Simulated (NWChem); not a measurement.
System: CH8N2Si2; SMILES [SiH]1(N[SiH2]N1)C

NWChem input:

```
start job
memory heap 200 mb stack 900 mb global 1100 mb
geometry units angstroms noautoz
  C      0.619887     2.326798    -0.007628
  Si    -0.475620     0.812750     0.002234
  N     -0.115796    -0.417216     1.198867
  Si     0.213522    -1.639777    -0.004694
  N     -0.104922    -0.407612    -1.198759
  H      0.417533     2.958950     0.872374
  H      1.683308     2.044213     0.003003
  H      0.428557     2.941423    -0.902639
  H     -1.899735     1.284596     0.018958
  H     -0.363634    -0.493032     2.174626
  H     -0.718018    -2.814317     0.011917
  H      1.603482    -2.201237    -0.024562
  H      0.083893    -0.354531    -2.188600
end
basis spherical
  * library 6-31g*
end
dft
  xc pbe0
  iterations 200
  vectors input hcore
end
task dft gradient
```

Output (shortened):

```
             Northwest Computational Chemistry Package (NWChem) 7.3.0
             --------------------------------------------------------

 C1  symmetry detected

                             Geometry "geometry" -> ""
                             -------------------------

 Output coordinates in angstroms (scale by  1.889725989 to convert to a.u.)

  No.       Tag          Charge          X              Y              Z
 ---- ---------------- ---------- -------------- -------------- --------------
    1 C                    6.0000    -0.02861514    -2.32752042     0.62288442
    2 Si                  14.0000     0.02924269    -0.81298681    -0.47046576
    3 N                    7.0000     1.20361769     0.42034182    -0.05337578
    4 Si                  14.0000    -0.01795096     1.63921754     0.21824313
    5 N                    7.0000    -1.19173697     0.40367997    -0.15739195
    6 H                    1.0000     0.86193772    -2.95699528     0.46274752
    7 H                    1.0000    -0.06978195    -2.04535511     1.68567300
    8 H                    1.0000    -0.91160913    -2.94469472     0.38871943
    9 H                    1.0000     0.11557412    -1.28417928    -1.89227672
   10 H                    1.0000     2.18990170     0.49913277    -0.25415727
   11 H                    1.0000     0.03979676     2.81419516    -0.71110056
   12 H                    1.0000    -0.10605151     2.20002881     1.60581291
   13 H                    1.0000    -2.18932616     0.34760746    -0.01623398

 Effective nuclear repulsion energy (a.u.)     307.1649216651

                                 NWChem DFT Module
                                 -----------------

 Summary of "ao basis" -> "ao basis" (spherical)
 ------------------------------------------------------------------------------
       Tag                 Description            Shells   Functions and Types
 ---------------- ------------------------------  ------  ---------------------
 C                           6-31g*                  6       14   3s2p1d
 Si                          6-31g*                  8       18   4s3p1d
 N                           6-31g*                  6       14   3s2p1d
 H                           6-31g*                  2        2   2s

            General Information
            -------------------
          SCF calculation type: DFT
          Wavefunction type:  closed shell.
          No. of atoms     :    13
          No. of electrons :    56
           Alpha electrons :    28
            Beta electrons :    28
          Charge           :     0
          Spin multiplicity:     1
          Use of symmetry is: off; symmetry adaption is: off
          Maximum number of iterations: 200
          AO basis - number of functions:    94
                     number of shells:    50
          Convergence on energy requested:  1.00D-06
          Convergence on density requested:  1.00D-05
          Convergence on gradient requested:  5.00D-04

              XC Information
              --------------
                         PBE0 Method XC Functional
                     Hartree-Fock (Exact) Exchange  0.250
          PerdewBurkeErnzerhof Exchange Functional  0.750
            Perdew 1991 LDA Correlation Functional  1.000 local
           PerdewBurkeErnz. Correlation Functional  1.000 non-local

             Grid Information
             ----------------
          Grid used for XC integration:  medium
          Radial quadrature: Mura-Knowles
          Angular quadrature: Lebedev.
          Tag              B.-S. Rad. Rad. Pts. Rad. Cut. Ang. Pts.
          ---              ---------- --------- --------- ---------
          C                   0.70       49          12.0       434
          Si                  1.10       88          11.0       590
          N                   0.65       49          10.0       434
          H                   0.35       45          13.0       434
          Grid pruning is: on
          Number of quadrature shells:   683
          Spatial weights used:  Erf1

      Non-variational initial energy
      ------------------------------

 Total energy =     307.164922
 1-e energy   =       0.000000
 2-e energy   =       0.000000
 HOMO         =     -17.155924
 LUMO         =     -16.936582

   convergence    iter        energy       DeltaE   RMS-Dens  Diis-err
 ---------------- ----- ----------------- --------- --------- ---------
 d= 0,ls=0.0,diis     1   -678.4347406724 -9.86D+02  7.48D-01  1.16D+02
 d= 0,ls=0.0,diis     2   -616.1700052437  6.23D+01  8.97D-01  2.56D+02
 d= 0,ls=0.5,diis     3   -688.5703043078 -7.24D+01  5.73D-01  7.86D+01
 d= 0,ls=0.5,diis     4   -698.4370902586 -9.87D+00  7.62D-02  1.43D+02
 d= 0,ls=0.5,diis     5   -706.0945060229 -7.66D+00  3.56D-02  1.10D+02
 d= 0,ls=0.5,diis     6   -710.5094192454 -4.41D+00  4.26D-02  8.78D+01
 d= 0,ls=0.5,diis     7   -715.3390902357 -4.83D+00  3.21D-02  6.20D+01
 d= 0,ls=0.5,diis     8   -719.0884031405 -3.75D+00  3.36D-02  4.31D+01
 d= 0,ls=0.5,diis     9   -722.1532033633 -3.06D+00  6.39D-02  3.13D+01
 d= 0,ls=0.5,diis    10   -727.0046226383 -4.85D+00  4.00D-02  2.02D+01
 d= 0,ls=0.5,diis    11   -729.1319519099 -2.13D+00  7.02D-02  8.44D+00
 d= 0,ls=0.5,diis    12   -730.7056974867 -1.57D+00  2.80D-02  1.03D+00
 d= 0,ls=0.5,diis    13   -730.9383432562 -2.33D-01  1.23D-02  2.00D-01
 d= 0,ls=0.5,diis    14   -731.0006442198 -6.23D-02  6.31D-03  5.58D-02
  Resetting Diis
 d= 0,ls=0.5,diis    15   -731.0202138518 -1.96D-02  3.49D-03  1.74D-02
 d= 0,ls=0.5,diis    16   -731.0269751363 -6.76D-03  1.92D-03  6.18D-03
 d= 0,ls=0.5,diis    17   -731.0293561031 -2.38D-03  1.14D-03  1.98D-03
 d= 0,ls=0.5,diis    18   -731.0301707529 -8.15D-04  7.23D-04  7.63D-04
 d= 0,ls=0.5,diis    19   -731.0304974247 -3.27D-04  4.31D-04  2.75D-04
 d= 0,ls=0.5,diis    20   -731.0306177483 -1.20D-04  2.61D-04  9.15D-05
 d= 0,ls=0.5,diis    21   -731.0306613120 -4.36D-05  1.58D-04  3.16D-05
 d= 0,ls=0.5,diis    22   -731.0306772046 -1.59D-05  9.48D-05  1.11D-05
 d= 0,ls=0.5,diis    23   -731.0306830041 -5.80D-06  5.62D-05  3.93D-06
 d= 0,ls=0.5,diis    24   -731.0306851051 -2.10D-06  3.36D-05  1.49D-06
 d= 0,ls=0.5,diis    25   -731.0306858933 -7.88D-07  2.01D-05  5.51D-07
 d= 0,ls=0.5,diis    26   -731.0306861902 -2.97D-07  1.21D-05  2.13D-07
 d= 0,ls=0.5,diis    27   -731.0306863050 -1.15D-07  7.29D-06  8.16D-08

         Total DFT energy =     -731.030686349564
      One electron energy =    -1619.645621609456
           Coulomb energy =      645.277971373289
    Exchange-Corr. energy =      -63.827957778454
 Nuclear repulsion energy =      307.164921665057

 Numeric. integr. density =       55.999998788726

                       DFT Final Molecular Orbital Analysis
                       ------------------------------------

 Vector   26  Occ=2.000000D+00  E=-3.238579D-01
              MO Center= -3.0D-02, -4.4D-02,  2.6D-01, r^2= 4.6D+00
   Bfn.  Coefficient  Atom+Function         Bfn.  Coefficient  Atom+Function
  ----- ------------  ---------------      ----- ------------  ---------------
    22      0.276898   2 Si py               68     -0.256621   5 N  py
    36     -0.248286   3 N  py                4     -0.237703   1 C  py
    92      0.199357  12 H  s                54      0.196640   4 Si py
    72     -0.178978   5 N  py               40     -0.173649   3 N  py
    91      0.154544  12 H  s                 8     -0.148253   1 C  py

 Vector   27  Occ=2.000000D+00  E=-2.549611D-01
              MO Center=  5.9D-02,  3.2D-01, -1.0D-01, r^2= 4.5D+00
   Bfn.  Coefficient  Atom+Function         Bfn.  Coefficient  Atom+Function
  ----- ------------  ---------------      ----- ------------  ---------------
    37      0.298786   3 N  pz               69      0.275609   5 N  pz
    41      0.258107   3 N  pz               86      0.243014   9 H  s
    90      0.243240  11 H  s                92     -0.240190  12 H  s
    73      0.236122   5 N  pz                4     -0.164326   1 C  py
     6     -0.162510   1 C  s                85      0.136551   9 H  s

 Vector   28  Occ=2.000000D+00  E=-2.514776D-01
              MO Center= -4.4D-02,  4.0D-01, -1.1D-01, r^2= 2.4D+00
   Bfn.  Coefficient  Atom+Function         Bfn.  Coefficient  Atom+Function
  ----- ------------  ---------------      ----- ------------  ---------------
    69     -0.404993   5 N  pz               37      0.385131   3 N  pz
    73     -0.376322   5 N  pz               41      0.358924   3 N  pz
    68      0.117515   5 N  py               72      0.114757   5 N  py
    36     -0.110527   3 N  py               40     -0.108111   3 N  py
    38      0.072829   3 N  s                63     -0.059495   4 Si d  1

 Vector   29  Occ=0.000000D+00  E= 1.235309D-02
              MO Center= -5.8D-03,  8.6D-01, -7.2D-03, r^2= 5.9D+00
   Bfn.  Coefficient  Atom+Function         Bfn.  Coefficient  Atom+Function
  ----- ------------  ---------------      ----- ------------  ---------------
    57      0.754965   4 Si px               38     -0.615714   3 N  s
    70      0.615020   5 N  s                25      0.495818   2 Si px
    53      0.339434   4 Si px               21      0.303360   2 Si px
    84      0.122442   8 H  s                80     -0.121731   6 H  s
    49     -0.120149   4 Si px               17     -0.107184   2 Si px

 Vector   30  Occ=0.000000D+00  E= 7.852115D-02
              MO Center= -2.7D-02,  1.1D+00,  2.2D-01, r^2= 6.6D+00
   Bfn.  Coefficient  Atom+Function         Bfn.  Coefficient  Atom+Function
  ----- ------------  ---------------      ----- ------------  ---------------
    58      1.426651   4 Si py               38      0.890668   3 N  s
    70      0.893632   5 N  s                56     -0.745048   4 Si s
     6      0.615930   1 C  s                59      0.349152   4 Si pz
    94     -0.349072  13 H  s                88     -0.340258  10 H  s
    84     -0.304881   8 H  s                90     -0.291920  11 H  s

 Vector   31  Occ=0.000000D+00  E= 8.495666D-02
              MO Center=  1.3D-02,  2.2D-02, -3.2D-01, r^2= 6.8D+00
   Bfn.  Coefficient  Atom+Function         Bfn.  Coefficient  Atom+Function
  ----- ------------  ---------------      ----- ------------  ---------------
    25      1.111024   2 Si px               57     -0.865368   4 Si px
    72     -0.382958   5 N  py               40      0.380026   3 N  py
    21      0.217227   2 Si px               68     -0.210772   5 N  py
    36      0.209556   3 N  py               38     -0.142410   3 N  s
     7     -0.131963   1 C  px               70      0.128142   5 N  s

     Multipole analysis of the density
     ---------------------------------

     L   x y z        total         alpha         beta         nuclear
     -   - - -        -----         -----         ----         -------
     0   0 0 0     -0.000000    -28.000000    -28.000000     56.000000

     1   1 0 0     -0.017571     -0.008786     -0.008786     -0.000000
     1   0 1 0     -0.268085     -0.134043     -0.134043      0.000000
     1   0 0 1      0.118149      0.059074      0.059074      0.000000

     2   2 0 0    -28.969045    -70.367694    -70.367694    111.766342
     2   1 1 0      0.395971     -0.104583     -0.104583      0.605138
     2   1 0 1     -1.014661      0.390047      0.390047     -1.794756
     2   0 2 0    -33.815038   -227.833848   -227.833848    421.852658
     2   0 1 1     -0.005638      1.905661      1.905661     -3.816959
     2   0 0 2    -36.647999    -47.291425    -47.291425     57.934851

            General Information
            -------------------
          SCF calculation type: DFT
          Wavefunction type:  closed shell.
          No. of atoms     :    13
          No. of electrons :    56
           Alpha electrons :    28
            Beta electrons :    28
          Charge           :     0
          Spin multiplicity:     1
          Use of symmetry is: off; symmetry adaption is: off
          Maximum number of iterations: 200
          AO basis - number of functions:    94
                     number of shells:    50
          Convergence on energy requested:  1.00D-06
          Convergence on density requested:  1.00D-05
          Convergence on gradient requested:  5.00D-04

              XC Information
              --------------
                         PBE0 Method XC Functional
                     Hartree-Fock (Exact) Exchange  0.250
          PerdewBurkeErnzerhof Exchange Functional  0.750
            Perdew 1991 LDA Correlation Functional  1.000 local
           PerdewBurkeErnz. Correlation Functional  1.000 non-local

             Grid Information
             ----------------
          Grid used for XC integration:  medium
          Radial quadrature: Mura-Knowles
          Angular quadrature: Lebedev.
          Tag              B.-S. Rad. Rad. Pts. Rad. Cut. Ang. Pts.
          ---              ---------- --------- --------- ---------
          C                   0.70       49          12.0       434
          Si                  1.10       88          11.0       590
          N                   0.65       49          10.0       434
          H                   0.35       45          13.0       434
          Grid pruning is: on
          Number of quadrature shells:   683
          Spatial weights used:  Erf1

          Convergence Information
          -----------------------
          Convergence aids based upon iterative change in
          total energy or number of iterations.
          Levelshifting, if invoked, occurs when the
          HOMO/LUMO gap drops below (HL_TOL):  1.00D-02
          DIIS, if invoked, will attempt to extrapolate
          using up to (NFOCK): 10 stored Fock matrices.

                    Damping( 0%)  Levelshifting(0.5)       DIIS
                  --------------- ------------------- ---------------
          dE  on:    start            ASAP                start
          dE off:    2 iters        200 iters           200 iters

                            NWChem DFT Gradient Module
                            --------------------------

  charge          =   0.00
  wavefunction    = closed shell

                         DFT ENERGY GRADIENTS

    atom               coordinates                        gradient
                 x          y          z           x          y          z
   1 C      -0.054075  -4.398376   1.177081    0.000070   0.003165  -0.001783
   2 Si      0.055261  -1.536322  -0.889051    0.000084  -0.003042   0.000514
   3 N       2.274508   0.794331  -0.100866    0.000204  -0.000173  -0.000266
   4 Si     -0.033922   3.097672   0.412420    0.000074   0.001617   0.000524
   5 N      -2.252056   0.762845  -0.297428   -0.000383  -0.000521   0.000486
   6 H       1.628826  -5.587911   0.874466    0.002886  -0.001690  -0.000939
   7 H      -0.131869  -3.865161   3.185460   -0.000144   0.001219   0.003450
   8 H      -1.722691  -5.564666   0.734573   -0.002793  -0.001609  -0.001193
   9 H       0.218403  -2.426747  -3.575884    0.000024  -0.000588  -0.001202
  10 H       4.138314   0.943224  -0.480288    0.003253   0.000077   0.000091
  11 H       0.075205   5.318058  -1.343785    0.000019   0.001029  -0.000969
  12 H      -0.200408   4.157452   3.034546   -0.000059   0.000503   0.001319
  13 H      -4.137227   0.656883  -0.030678   -0.003236   0.000013  -0.000031
```

Level: PBE0/6-31G* (spherical d). Coordinates come from a PBE0/def2-SVP optimisation.
